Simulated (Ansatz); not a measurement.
Molecule: YH, charge 0, multiplicity 1. SMILES: [YH]
Geometry from a B3LYP-D3(BJ)/def2-TZVP (Ansatz, a first-principles code) optimisation:
```
Y
H 1 1.9182
```

Quantity: vertical ionisation energy (to the doublet state of charge +1; each state is the SCF solution reached for its spin; for the singlet the Hartree-Fock reference is unstable and T1 is 0.018), in eV. Cores are frozen in the correlated levels unless marked. Open shells are spin-unrestricted. No spin-orbit coupling. The frozen core is the preceding noble-gas configuration, with the filled d and f shells of earlier blocks. Past Kr the def2 sets carry scalar-relativistic core potentials. CBS marks a two-point X^-3 extrapolation of the correlation energy; Hartree-Fock from the larger set.

```json
[
 {"level": "SVWN5/def2-TZVPD", "program": "Ansatz", "vertical ionisation energy (eV)": "6.45"},
 {"level": "PBE/def2-TZVPD", "program": "Ansatz", "vertical ionisation energy (eV)": "6.27"},
 {"level": "r2SCAN/def2-TZVPD", "program": "Ansatz", "vertical ionisation energy (eV)": "[?]"},
 {"level": "B3LYP/def2-TZVPD", "program": "Ansatz", "vertical ionisation energy (eV)": "6.36"},
 {"level": "PBE0/def2-TZVPD", "program": "Ansatz", "vertical ionisation energy (eV)": "6.20"},
 {"level": "BHLYP/def2-TZVPD", "program": "Ansatz", "vertical ionisation energy (eV)": "[?]"},
 {"level": "CAM-B3LYP/def2-TZVPD", "program": "Ansatz", "vertical ionisation energy (eV)": "[?]"},
 {"level": "wB97M-V/def2-TZVPD", "program": "Ansatz", "vertical ionisation energy (eV)": "6.36"},
 {"level": "wB97X-V/def2-TZVPD", "program": "Ansatz", "vertical ionisation energy (eV)": "[?]"},
 {"level": "CCSD/def2-SVPD", "program": "Ansatz", "vertical ionisation energy (eV)": "6.20"},
 {"level": "CCSD/def2-TZVPPD", "program": "Ansatz", "vertical ionisation energy (eV)": "6.22"},
 {"level": "CCSD/def2-QZVPPD", "program": "Ansatz", "vertical ionisation energy (eV)": "6.22"},
 {"level": "CCSD(T)/CBS(def2-TZVPPD,def2-QZVPPD)", "program": "Ansatz", "vertical ionisation energy (eV)": "6.25"}
]
```

Q: Fill in the missing entries.

A: 
- r2SCAN/def2-TZVPD, vertical ionisation energy (eV): 6.00
- BHLYP/def2-TZVPD, vertical ionisation energy (eV): 6.17
- CAM-B3LYP/def2-TZVPD, vertical ionisation energy (eV): 6.30
- wB97X-V/def2-TZVPD, vertical ionisation energy (eV): 6.19
